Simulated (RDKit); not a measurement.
Input file for RDKit: MMFF94 on H2OSi (SMILES O[SiH]), a point of a torsion scan.

```python
from rdkit import Chem
from rdkit.Chem import AllChem, rdDetermineBonds

blocks = [
'''4

O    -0.74946053    0.25163555    0.28805267
Si    0.70661352    0.69714693   -0.35076480
H    -1.32431400   -0.39922658   -0.09815920
H     1.28791771    1.02549187    0.97328605
''',
]
mol = None
for b in blocks:
    f = Chem.MolFromXYZBlock(b)
    rdDetermineBonds.DetermineBonds(f, charge=0)
    mol = f if mol is None else Chem.CombineMols(mol, f)
Chem.SanitizeMol(mol)
print(Chem.MolToSmiles(Chem.RemoveHs(mol)))
ff = AllChem.MMFFGetMoleculeForceField(mol, AllChem.MMFFGetMoleculeProperties(mol), nonBondedThresh=100.0, ignoreInterfragInteractions=False)
e = ff.CalcEnergy()
print(f'MMFF94 energy {e:.6f} kcal/mol')
```

Output:

```
[H]/[O+]=[Si-]/[H]
MMFF94 energy -0.504067 kcal/mol
```

The run finished.

Cost: about 0.020 core-seconds (a rough figure).
